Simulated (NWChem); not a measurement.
System: Cl2 anion, doublet

Parts of the log:

```
             Northwest Computational Chemistry Package (NWChem) 7.3.0
             --------------------------------------------------------

 ORDER OF PRIMARY AXIS IS BEING SET TO 4
 D4H symmetry detected

                             Geometry "geometry" -> ""
                             -------------------------

 Output coordinates in angstroms (scale by  1.889725989 to convert to a.u.)

  No.       Tag          Charge          X              Y              Z
 ---- ---------------- ---------- -------------- -------------- --------------
    1 Cl                  17.0000     0.00000000     0.00000000    -1.36030200
    2 Cl                  17.0000     0.00000000     0.00000000     1.36030200

 Effective nuclear repulsion energy (a.u.)      56.2126002023

      Symmetry information
      --------------------

 Group name             D4h
 Group number             28
 Group order              16
 No. of unique centers     1

  xc_inp: hfexch multiplicative factor not found.

                                 NWChem DFT Module
                                 -----------------

 Summary of "ao basis" -> "ao basis" (spherical)
 ------------------------------------------------------------------------------
       Tag                 Description            Shells   Functions and Types
 ---------------- ------------------------------  ------  ---------------------
 Cl                         6-31+g*                 10       22   5s4p1d

      Symmetry analysis of basis
      --------------------------

        a1g        10
        a1u         0
        a2g         0
        a2u        10
        b1g         1
        b1u         1
        b2g         1
        b2u         1
        eg         10
        eu         10

            General Information
            -------------------
          SCF calculation type: DFT
          Wavefunction type:  spin polarized.
          No. of atoms     :     2
          No. of electrons :    35
           Alpha electrons :    18
            Beta electrons :    17
          Charge           :    -1
          Spin multiplicity:     2
          Use of symmetry is: on ; symmetry adaption is: on
          Maximum number of iterations: 150
          AO basis - number of functions:    44
                     number of shells:    20
          Convergence on energy requested:  1.00D-06
          Convergence on density requested:  1.00D-05
          Convergence on gradient requested:  5.00D-04

              XC Information
              --------------
                     Hartree-Fock (Exact) Exchange  1.000

      Superposition of Atomic Density Guess
      -------------------------------------

 Sum of atomic energies:        -918.90248819

 Renormalizing density from      34.00 to     35

      Non-variational initial energy
      ------------------------------

 Total energy =    -934.897893
 1-e energy   =   -1422.745537
 2-e energy   =     431.635045
 HOMO         =       0.057860
 LUMO         =       0.271340

   Symmetry analysis of molecular orbitals - initial alpha
   -------------------------------------------------------

 !! scf_movecs_sym_adapt:    4 vectors were symmetry contaminated

  Symmetry fudging

 !! scf_movecs_sym_adapt:    2 vectors were symmetry contaminated

  Numbering of irreducible representations:

     1 a1g         2 a1u         3 a2g         4 a2u         5 b1g
     6 b1u         7 b2g         8 b2u         9 eg         10 eu

  Orbital symmetries:

     1 a2u         2 a1g         3 a1g         4 a2u         5 eg
     6 eg          7 eu          8 eu          9 a1g        10 a2u
    11 a1g        12 a2u        13 a1g        14 eu         15 eu
    16 eg         17 eg         18 a2u        19 a1g        20 a2u
    21 eu         22 eu         23 eg         24 eg         25 a1g
    26 a2u        27 a1g        28 a2u

   Symmetry analysis of molecular orbitals - initial beta
   ------------------------------------------------------

 !! scf_movecs_sym_adapt:    4 vectors were symmetry contaminated

  Symmetry fudging

 !! scf_movecs_sym_adapt:    2 vectors were symmetry contaminated

  Numbering of irreducible representations:

     1 a1g         2 a1u         3 a2g         4 a2u         5 b1g
     6 b1u         7 b2g         8 b2u         9 eg         10 eu

  Orbital symmetries:

     1 a2u         2 a1g         3 a1g         4 a2u         5 eg
     6 eg          7 eu          8 eu          9 a1g        10 a2u
    11 a1g        12 a2u        13 a1g        14 eu         15 eu
    16 eg         17 eg         18 a2u        19 a1g        20 a2u
    21 eu         22 eu         23 eg         24 eg         25 a1g
    26 a2u        27 a1g        28 a2u

     ---------------------------------------------
      Total Density - Mulliken Population Analysis
     ---------------------------------------------

    Atom       Charge   Shell Charges
 -----------   ------   -------------------------------------------------------
    1 Cl  17    17.50   2.00  2.00  5.96  1.23  2.96  0.79  2.28 -0.05  0.34  0.00
    2 Cl  17    17.50   2.00  2.00  5.96  1.23  2.96  0.79  2.28 -0.05  0.34  0.00

     --------------------------------------------
      Spin Density - Mulliken Population Analysis
     --------------------------------------------

    Atom       Charge   Shell Charges
 -----------   ------   -------------------------------------------------------
    1 Cl  17     0.50   0.00  0.00  0.00  0.01  0.26 -0.00  0.18 -0.03  0.07  0.00
    2 Cl  17     0.50   0.00  0.00  0.00  0.01  0.26 -0.00  0.18 -0.03  0.07  0.00

 !! scf_movecs_sym_adapt:    4 vectors were symmetry contaminated

  Symmetry fudging

 !! scf_movecs_sym_adapt:    4 vectors were symmetry contaminated

 !! scf_movecs_sym_adapt:    4 vectors were symmetry contaminated

  Symmetry fudging

 !! scf_movecs_sym_adapt:    4 vectors were symmetry contaminated

   convergence    iter        energy       DeltaE   RMS-Dens  Diis-err
 ---------------- ----- ----------------- --------- --------- ---------
 d= 0,ls=0.0,diis     1   -918.8777283012 -9.75D+02  1.70D-02  3.18D-01
                                                     1.26D-02  2.65D-01

 !! scf_movecs_sym_adapt:    4 vectors were symmetry contaminated

  Symmetry fudging

 !! scf_movecs_sym_adapt:    2 vectors were symmetry contaminated

 !! scf_movecs_sym_adapt:    4 vectors were symmetry contaminated

  Symmetry fudging

 !! scf_movecs_sym_adapt:    4 vectors were symmetry contaminated

 d= 0,ls=0.0,diis     2   -918.9939178493 -1.16D-01  3.16D-03  1.47D-02
                                                     3.57D-03  2.35D-02

 !! scf_movecs_sym_adapt:    4 vectors were symmetry contaminated

  Symmetry fudging

 !! scf_movecs_sym_adapt:    4 vectors were symmetry contaminated

 !! scf_movecs_sym_adapt:    4 vectors were symmetry contaminated

  Symmetry fudging

 !! scf_movecs_sym_adapt:    2 vectors were symmetry contaminated

 d= 0,ls=0.0,diis     3   -919.0050084021 -1.11D-02  1.20D-03  4.61D-04
                                                     5.37D-04  3.85D-04

 !! scf_movecs_sym_adapt:    4 vectors were symmetry contaminated

  Symmetry fudging

 !! scf_movecs_sym_adapt:    4 vectors were symmetry contaminated

 !! scf_movecs_sym_adapt:    2 vectors were symmetry contaminated

  Symmetry fudging

 !! scf_movecs_sym_adapt:    2 vectors were symmetry contaminated

 d= 0,ls=0.0,diis     4   -919.0055535207 -5.45D-04  4.65D-04  4.49D-05
                                                     2.79D-04  5.71D-05
 d= 0,ls=0.0,diis     5   -919.0056355688 -8.20D-05  1.11D-04  4.08D-06
                                                     8.27D-05  3.37D-06

 !! scf_movecs_sym_adapt:    2 vectors were symmetry contaminated

  Symmetry fudging
  Resetting Diis
 d= 0,ls=0.0,diis     6   -919.0056419305 -6.36D-06  4.81D-05  5.10D-07
                                                     4.47D-05  5.06D-07

 !! scf_movecs_sym_adapt:    4 vectors were symmetry contaminated

  Symmetry fudging

 !! scf_movecs_sym_adapt:    2 vectors were symmetry contaminated

 !! scf_movecs_sym_adapt:    2 vectors were symmetry contaminated

  Symmetry fudging
 d= 0,ls=0.0,diis     7   -919.0056429890 -1.06D-06  4.80D-06  2.03D-08
                                                     4.15D-06  1.17D-08

 !! scf_movecs_sym_adapt:    4 vectors were symmetry contaminated

  Symmetry fudging

 !! scf_movecs_sym_adapt:    4 vectors were symmetry contaminated

 !! scf_movecs_sym_adapt:    4 vectors were symmetry contaminated

  Symmetry fudging
 d= 0,ls=0.0,diis     8   -919.0056430153 -2.63D-08  4.60D-06  5.27D-09
                                                     4.07D-06  3.78D-09

         Total DFT energy =     -919.005643015303
      One electron energy =    -1391.296763177815
           Coulomb energy =      471.340963408519
    Exchange-Corr. energy =      -55.262443448357
 Nuclear repulsion energy =       56.212600202349

 Numeric. integr. density =        0.000000000000

                  Occupations of the irreducible representations
                  ----------------------------------------------

[...]

                         DFT ENERGY GRADIENTS

    atom               coordinates                        gradient
                 x          y          z           x          y          z
   1 Cl      0.000000   0.000000  -2.570598    0.000000   0.000000  -0.003142
   2 Cl      0.000000   0.000000   2.570598    0.000000   0.000000   0.003142
```

Level: UHF/6-31+G* (spherical d). All runs use the structure optimised with B3LYP/def2-SVPD, spin-unrestricted. No stability test was run on the SCF state.

Q: Reconstruct the input file.

A: This is not unique; one that fits is the input that was run:
```
start job
memory heap 200 mb stack 900 mb global 1100 mb
charge -1
geometry units angstroms noautoz
  Cl     0.000000     0.000000    -1.360302
  Cl     0.000000     0.000000     1.360302
end
basis spherical
  * library 6-31+g*
end
dft
  odft
  mult 2
  xc hfexch
  iterations 150
  mulliken
end
task dft gradient
```
